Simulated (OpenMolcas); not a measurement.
Levels of O2+ by method

* Program: OpenMolcas 26.06
* Basis: ANO-RCC-VTZP [4s3p2d1f]
* Scalar Hamiltonian: DKH2, point nucleus
* Active space: 4 electrons in 9 orbitals (RAS2 2s 2p; RAS3 3d, at most 2 electrons)
* State averaging: 2S+1 = 3 even, 6 roots; 2S+1 = 1 even, 11 roots; 2S+1 = 5 odd, 1 root; 2S+1 = 3 odd, 9 roots; 2S+1 = 1 odd, 8 roots
* Spin-orbit coupling: RASSI with atomic mean-field integrals over the reference wave functions, term energies averaged over their components

Methods on the same reference wave functions:
A. RASSCF
B. SS-RASPT2, IPEA 0.25 Eh, imaginary shift 0.1 Eh (closed shells correlated: 1s)
C. MS-RASPT2, IPEA 0.25 Eh, imaginary shift 0.1 Eh (closed shells correlated: 1s)
D. XMS-RASPT2, IPEA 0.25 Eh, imaginary shift 0.1 Eh (closed shells correlated: 1s)

Energies in cm-1 above 2s2 2p2 3P0, the measured ground level; measured values from Moore, Selected Tables of Atomic Spectra, NSRDS-NBS 3, section 11.

```
       Level       A       B       C       D  Measured
 2s2 2p2 3P0     0.0     0.0     0.0     0.0       0.0
 2s2 2p2 3P1     105     105     106     106       113
 2s2 2p2 3P2     311     311     312     312          
 2s2 2p2 1D2   22214   20980   20980   21020     20273
 2s2 2p2 1S0   46446   44340   44340   44740     43186
2s 2p3 5S* 2   56889   59070   59080   59510     60325
2s 2p3 3D* 1  121761  120350  120360  120760          
2s 2p3 3D* 2  121761  120350  120360  120760          
2s 2p3 3D* 3  121763  120350  120360  120760          
2s 2p3 3P* 0  146495  143510  143520  143910          
2s 2p3 3P* 1  146496  143510  143520  143910          
2s 2p3 3P* 2  146497  143510  143520  143910          
2s 2p3 1D* 2  192393  188710  188720  189140    187054
2s 2p3 3S* 1  202287  199000  199000  199440    197088
2s 2p3 1P* 1  219195  213750  213760  214140    210462
```

Deviations, from unrounded energies. A percentage is the sum of absolute deviations over the sum of measured energies, with the sign that they share, or ± where signs differ.

```tsv
Against measurement	Levels	A	B	C	D
mean absolute deviation (cm-1)	7	4000	1400	1400	1600
fine structure of the ground term (%)	1	-7.0	-6.9	-6.7	-6.8
other terms of the ground configuration (%)	2	+8.2	+2.9	+2.9	+3.6
other configurations (%)	4	±3.5	±1.2	±1.2	±1.4
```

B, C lie about equally close to measurement and A furthest from it. The largest miss of B in the table is 2s 2p3 1P* 1, by +3300 cm-1. The ranking rests on the paired levels alone, and a cruder setting can come out closer through cancelling errors.

Among B to D the level of the table that moves most is 2s 2p3 3S* 1, by 440 cm-1 (lowest in B, highest in D). Moves below CASPT2's spread within the term are not significant.

The two smallest mean deviations differ by little beside CASPT2's spread within terms, so their order carries little weight.

From A to B the spin-free energies of the other terms of 2s2 2p2 shown, above 3P, scale by factors of 0.94 to 0.95.

The lowest spin-free term lies below A's lowest term by 0.029 hartree in B, 0.029 hartree in C, 0.031 hartree in D.

CASPT2 breaks the degeneracy within a term, and the mean is taken; among the terms shown or strongly mixed into the levels shown the widest spread is 46 cm-1 (2s 2p3 3D*, D). Active for correlation alone: 3d; no level in the range computed is led by a configuration that fills it, so any true level of that kind is missing. Measured partners are found by configuration, term and J. A level has none where our copy of the source lacks it or the pairing is in doubt (some pairs that miss far off the trend of their configuration count as doubtful), and it then counts in no deviation. Levels of configurations outside the active space are missing. Levels that lie high or do not pair safely by name in every column are left out.

* marks odd parity.
